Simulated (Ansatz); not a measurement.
Basis-set extrapolation for C₃H₅F₃O (`CC(F)(F)OCF`) (PBE0-D4/def2-TZVP geometry, frozen core, the Gaussian-basis code of Ansatz). Multiplicity 1, RHF reference.

```csv
,def2-TZVPP,def2-QZVPP
HF,-489.920119,-489.941640
MP2 correlation,-1.479099,-1.603842
CCSD(T) correlation,-1.557828,not run
```

Energies in hartree. Use E(X) = E(∞) + A·exp(−7.88·√X) for Hartree–Fock and E(X) = E(∞) + B·X^(−2.97) for correlation, with X = 3 and 4, and add CCSD(T) minus MP2 of the smaller set to the MP2 limit.

What is the CCSD(T) energy at the basis-set limit?

HF limit: -489.941640 + (-0.021521) × 0.13774 = -489.94460. MP2 limit: -1.603842 + (-0.124743) × 0.74074 = -1.69624. Higher-order term: -1.557828 − (-1.479099) = -0.07873. Total: -491.71957 hartree, 634.4 kJ/mol below CCSD(T)/def2-TZVPP.
